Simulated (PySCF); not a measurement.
Job file and geometry (Å, from PBE0-D3(BJ)/def2-SVP) of an NMR shielding run on `C=CC[C@@H]1CBC[C@H]1F`, C$_{7}$H$_{12}$BF, GIAO PBE0/pcSseg-1 NMR shielding, non-relativistic, gas phase (PySCF); density fitting, a coarse starting grid and PySCF grid level 2 are the driver's defaults:

```
$ OMP_NUM_THREADS=1 python probes_run.py task.json out

{"job": {"kind": "nmr", "xc": "PBE0", "basis": "pcSseg-1"}, "charge": 0, "multiplicity": 1}
C      3.585242    -0.425058     0.085175
C      2.371761    -0.905994     0.358689
C      1.186324    -0.812044    -0.547768
C      0.037681     0.013094     0.028117
C     -0.638203    -0.521280     1.297673
B     -2.079318     0.102095     1.273062
C     -2.279629     0.747357    -0.140368
C     -1.119004     0.200602    -0.953262
F     -0.752749     1.014403    -2.004507
H      4.411229    -0.516088     0.795429
H      3.797687     0.076262    -0.865077
H      2.206088    -1.400509     1.324606
H      1.485952    -0.373924    -1.513434
H      0.806020    -1.829574    -0.761611
H      0.420808     1.029439     0.239113
H     -0.055816    -0.412054     2.224843
H     -0.823028    -1.615240     1.196825
H     -2.881122     0.092920     2.177321
H     -3.266078     0.706491    -0.623390
H     -2.075418     1.823079     0.059419
H     -1.392421    -0.779769    -1.390640
```

Q: Write the output of this run.

A: 
```
coarse grid: 17216 points
cycle   1  E = -397.9836758378  dE =  9.872e-01  |g| = 5.949e-01  |ddm| = 3.966e+00
cycle   2  E = -397.9665820407  dE =  1.709e-02  |g| = 7.134e-01  |ddm| = 1.044e+00
cycle   3  E = -398.0606933083  dE = -9.411e-02  |g| = 7.205e-02  |ddm| = 5.706e-01
cycle   4  E = -398.0614005024  dE = -7.072e-04  |g| = 3.483e-02  |ddm| = 7.570e-02
cycle   5  E = -398.0616464965  dE = -2.460e-04  |g| = 5.498e-03  |ddm| = 3.450e-02
cycle   6  E = -398.0616525324  dE = -6.036e-06  |g| = 1.948e-03  |ddm| = 7.002e-03
final grid: 165736 points
cycle   7  E = -398.1217616575  dE = -5.521e-05  |g| = 9.845e-03  |ddm| = 4.008e-02
cycle   8  E = -398.1217457149  dE =  1.594e-05  |g| = 1.327e-02  |ddm| = 2.091e-02
cycle   9  E = -398.1217856407  dE = -3.993e-05  |g| = 1.457e-03  |ddm| = 1.200e-02
cycle  10  E = -398.1217860352  dE = -3.945e-07  |g| = 3.045e-04  |ddm| = 1.310e-03
cycle  11  E = -398.1217860513  dE = -1.611e-08  |g| = 1.430e-04  |ddm| = 3.100e-04
cycle  12  E = -398.1217860561  dE = -4.785e-09  |g| = 3.494e-05  |ddm| = 1.294e-04
cycle  13  E = -398.1217860563  dE = -2.686e-10  |g| = 8.331e-06  |ddm| = 3.517e-05
converged SCF energy = -398.1217860563

GIAO shielding tensors (ppm)
atom      isotropic    diamagn.    paramagn.     s11        s22        s33       span
  0 C       60.796     252.717    -191.921    -52.314     82.145    152.558    204.872
  1 C       37.675     255.616    -217.941    -89.370     44.532    157.863    247.233
  2 C      141.425     246.215    -104.790    126.297    144.261    153.718     27.421
  3 C      135.820     252.864    -117.044    118.706    129.164    159.590     40.884
  4 C      149.800     252.339    -102.539    125.512    155.509    168.379     42.868
  5 B       10.333     191.317    -180.984    -61.297    -25.046    117.342    178.638
  6 C      141.529     256.273    -114.744    121.609    146.397    156.581     34.972
  7 C       83.730     244.207    -160.477     39.163     76.279    135.747     96.584
  8 F      382.522     475.226     -92.705    353.533    377.834    416.198     62.665
  9 H       25.936      27.298      -1.362     23.038     24.722     30.047      7.009
 10 H       25.797      30.483      -4.686     22.402     24.911     30.077      7.674
 11 H       25.070      31.044      -5.974     22.395     23.427     29.389      6.994
 12 H       28.593      32.692      -4.099     24.094     28.961     32.723      8.629
 13 H       29.533      31.570      -2.037     26.168     28.934     33.497      7.328
 14 H       29.713      35.200      -5.487     27.596     29.274     32.271      4.675
 15 H       29.016      31.238      -2.222     24.572     28.058     34.417      9.845
 16 H       30.997      31.244      -0.247     26.534     29.351     37.106     10.572
 17 H       23.457      28.403      -4.946     19.556     24.748     26.066      6.510
 18 H       28.661      28.869      -0.208     24.745     27.114     34.124      9.379
 19 H       30.103      30.405      -0.301     25.392     29.030     35.888     10.496
 20 H       26.944      32.083      -5.139     25.848     27.026     27.957      2.109
```

Q: Turn these shieldings into chemical shifts. δ = σ(ref) − σ, references computed at the same level: TMS for ¹³C (σref 184.41), ¹H (σref 31.27); ¹¹B (σref 100.73) against BF3·OEt2; ¹⁹F (σref 177.25) against CFCl3.

A: Averaging equivalent atoms: C 1: 146.7; C 0: 123.6; C 7: 100.7; C 3: 48.6; C 2: 43.0; C 6: 42.9; C 4: 34.6; B 5: 90.4; F 8: -205.3; H 17: 7.81; H 11: 6.20; H 10: 5.47; H 9: 5.33; H 20: 4.32; H 12: 2.67; H 18: 2.61; H 15: 2.25; H 13: 1.73; H 14: 1.55; H 19: 1.16; H 16: 0.27 ppm. Unscaled 19F shifts against computed CFCl3 carry errors that often reach 10 to 50 ppm.

Size and cost of the density-fitted run: 213 basis functions, 78 s wall time on 1 thread of an Arm Neoverse N1, shared host; peak memory 0.99 GiB.
